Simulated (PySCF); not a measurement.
This PySCF input asks for the NMR shieldings of SMILES C[C@@H](OC=O)[Si@@H](O)CCl, C$_{4}$H$_{9}$ClO$_{3}$Si; the geometry comes from GFN2-xTB.

```python
import basis_set_exchange as bse
import numpy as np
from pyscf import gto, dft
from pyscf.prop import nmr

atoms = """
C    -1.196931   -1.911893    0.370160
C    -0.696747   -0.731437   -0.451190
O    -1.802423    0.175818   -0.651067
C    -1.831886    1.249559    0.071523
O    -0.987701    1.610747    0.851465
Si    0.868825    0.033998    0.364855
O     1.887530   -1.169753   -0.065989
C     1.506957    1.631400   -0.477672
Cl    3.287441    1.642740   -0.429442
H    -2.062899   -2.372467   -0.101432
H    -0.401182   -2.644663    0.449777
H    -1.474153   -1.585430    1.369380
H    -0.460545   -1.083645   -1.458824
H    -2.750243    1.825384   -0.124634
H     0.854967    0.136661    1.817764
H     2.834354   -1.040814   -0.054114
H     1.234242    1.710685   -1.528513
H     1.181638    2.529429    0.036298
"""
names = dict.fromkeys(["C", "O", "Si", "Cl", "H"], "pcSseg-1")
basis = {el: gto.basis.parse(bse.get_basis(n, elements=[el], fmt="nwchem")) for el, n in names.items()}
mol = gto.M(atom=atoms, basis=basis, charge=0, verbose=0)
mf = dft.RKS(mol, xc="PBE0")
mf.grids.level = 2
mf.grids.alignment = dft.numint.BLKSIZE   # the property module wants whole blocks of grid points
mf.conv_tol = 1e-9
mf.kernel()

calc = nmr.RKS(mf)   # GIAO
C = mf.mo_coeff
Co = C[:, mf.mo_occ > 0]
resp = mf.gen_response(singlet=True, hermi=2)
def vind(x):   # induced exchange potential for any number of trial vectors
    d = np.einsum("pi,xij,qj->xpq", C, 2 * x.reshape(-1, C.shape[1], Co.shape[1]), Co, optimize=True)
    return np.einsum("xpq,pi,qj->xij", resp(d - d.transpose(0, 2, 1)), C, Co, optimize=True).ravel()
mo1, _ = nmr.rhf.solve_mo1(calc, with_cphf=vind)
sigma = calc.kernel(mo1)
for i, s in enumerate(sigma):   # ppm
    print("%2d %-2s %9.2f" % (i, mol.atom_pure_symbol(i), np.trace(s) / 3))
```

Q: What does it print?

A: 
```
 0 C     166.77
 1 C     119.19
 2 O      96.54
 3 C      17.76
 4 O     -69.30
 5 Si    381.58
 6 O     297.36
 7 C     152.04
 8 Cl    954.26
 9 H      29.91
10 H      30.00
11 H      30.47
12 H      27.84
13 H      23.84
14 H      26.55
15 H      29.12
16 H      28.85
17 H      28.73
```

These numbers come from an equivalent density-fitted implementation of the same equations, which agrees with the script to about 0.01 ppm for H and up to a few tenths of a ppm for heavy atoms, so last digits may differ.

Q: Turn these shieldings into chemical shifts. δ = σ(ref) − σ, references computed at the same level: 13C (σ = 186.93 ppm) and 29Si (σ = 349.16 ppm) and 1H (σ = 31.72 ppm) against TMS; H2O for 17O (σ = 336.08 ppm); 35Cl (σ = 949.78 ppm) against HCl.

A: Averaging equivalent atoms: C 3: 169.2; C 1: 67.7; C 7: 34.9; C 0: 20.2; O 4: 405.4; O 2: 239.5; O 6: 38.7; Si 5: -32.4; Cl 8: -4; H 13: 7.88; H 14: 5.16; H 12: 3.87; H 17: 2.99; H 16: 2.87; H 15: 2.60; H 9/10/11: 1.59 ppm. Unscaled 17O shifts of doubly bonded oxygen tend to come out too high, by tens of ppm or more. Experimental scales use liquid or dissolved standards, which lie at an offset from isolated H2O (liquid H2O: subtract about 36 ppm).

Size and cost of the density-fitted run: 212 basis functions, 62 s wall time on 1 thread of an Intel Xeon, shared host; peak memory 0.87 GiB.
